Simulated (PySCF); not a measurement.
Fill in the blanks.

1-chloro-2,4-difluorobenzene, C6H3ClF2.
SMILES with atom numbers: `[F:1][c:2]1[cH:3][cH:4][c:5]([Cl:6])[c:7]([F:8])[cH:9]1` (hydrogens: H10 on C3; H11 on C4; H12 on C9)

| property | level | value |
| --- | --- | --- |
| point group of the GFN2-xTB geometry | GFN2-xTB | ? |
| rotational constants A, B, C of the GFN2-xTB geometry | GFN2-xTB | ? |
| dipole moment | PBE0/def2-SVPD | ? |
| HOMO energy | PBE0/def2-SVPD | -7.39 eV |
| LUMO energy | PBE0/def2-SVPD | -1.09 eV |
| lowest singlet excitation | TDDFT PBE0/def2-SVPD | 5.19 eV (239 nm, f = 0.027) |
| strongest line among the 6 lowest singlet transitions | TDDFT PBE0/def2-SVPD | S5 at 6.95 eV (178 nm, f = 0.472) |
| lowest triplet excitation (Tamm–Dancoff) | TDA PBE0/def2-SVPD | ? |
| static isotropic polarisability | PBE0/def2-SVPD | 82.1 au |
| electronic spatial extent ⟨r²⟩ about the centre of nuclear charge | PBE0/def2-SVPD | 1410 bohr² |
| 13C chemical shifts (computed TMS as zero) by class | GIAO PBE0/pcSseg-1 | 171.4 (C2), 168.9 (C7), 137.9 (C4), 128.0 (C5), 117.4 (C3), 111.2 (C9) ppm |
| 1H chemical shifts (computed TMS as zero) by class | GIAO PBE0/pcSseg-1 | 7.66 (H11), 7.20 (H12), 7.12 (H10) ppm |
| isotropic shieldings of nuclei other than C and H, by class | GIAO PBE0/pcSseg-1 | 282 (F8), 285 (F1), 764 (Cl6) ppm |

Electronic properties: PySCF, gas phase, density fitting.

(1) The lowest triplet excitation (Tamm–Dancoff)?

(2) What are the rotational constants A, B, C of the GFN2-xTB geometry?

(3) What is the dipole moment?

(4) Give the point group of the GFN2-xTB geometry.

Results:

(1) 4.01 eV.

(2) 2.908, 0.929, 0.704 GHz.

(3) 1.46 D.

(4) Cs.

The dipole matches unit charges of opposite sign 0.30 Å apart (1 e·Å = 4.8032 D). The largest Löwdin shares of the LUMO are 0.25 on C4, 0.20 on C9, 0.11 on C3 and 0.11 on C5. The principal polarisabilities are 49.3, 86.4 and 110.6 au; their mean is the isotropic value.
